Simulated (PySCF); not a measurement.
B(OH)2(OSiH3) (BH5O3Si), SMILES OB(O)O[SiH3].

Geometry optimised at PBE0-D3(BJ)/def2-SVP. One conformer was computed; it need not be the lowest.

The numbers are results of r2SCAN/def2-TZVP run with PySCF, not measurements.

Symmetry labels are those of the subgroup Cs that the program uses (full group Cs).

Computed valence orbital energies around the gap with their symmetry:
| orbital | symmetry | energy (eV) |
|---|---|---|
| HOMO−7 | A' | -10.70 |
| HOMO−6 | A" | -10.67 |
| HOMO−5 | A' | -9.38 |
| HOMO−4 | A" | -9.07 |
| HOMO−3 | A' | -8.69 |
| HOMO−2 | A" | -8.24 |
| HOMO−1 | A' | -7.95 |
| HOMO | A" | -7.70 |
| LUMO | A' | -0.29 |
| LUMO+1 | A' | 0.59 |
| LUMO+2 | A" | 1.22 |
| LUMO+3 | A' | 1.55 |
